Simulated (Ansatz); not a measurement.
Two isomers of C2H7AlSn: A = `[AlH2]/[CH]=[CH]/[SnH3]`, B = `C=[C]([AlH2])[SnH3]`.

Program: Ansatz. Geometries: PBE0-D4/def2-TZVP. ΔE: electronic, gas phase. CCSD(T)/CBS is the MP2 limit (def2-TZVPP, def2-QZVPP) plus CCSD(T) − MP2 in def2-TZVPP, frozen cores. DFT in def2-TZVPP. B3LYP here is the variant with VWN-RPA as its local correlation; programs differ in this. Elements past krypton have def2 core potentials. For Sn outer-core shells are correlated without core-valence functions, which leaves a few kJ/mol of doubt a bond.

(1) Which isomer does CCSD(T)/CBS put lower? Give the gap. (Best estimate.)

(2) Give E(B) − E(A) in kJ/mol with MP2/def2-TZVPP, PBE-D4, B2PLYP, B3LYP-D4, ωB97M-V, B3LYP, HF/def2-TZVPP. (Estimate.)

Largest T1 diagnostic: 0.013.

Results:

(1) Computed: B, by 10.2 kJ/mol.

(2) Ansatz gave: MP2/def2-TZVPP -11.2, PBE-D4 -7.4, B2PLYP -7.2, B3LYP-D4 -7.4, ωB97M-V -8.4, B3LYP -4.9, HF/def2-TZVPP -6.6. None reverses the order clearly.
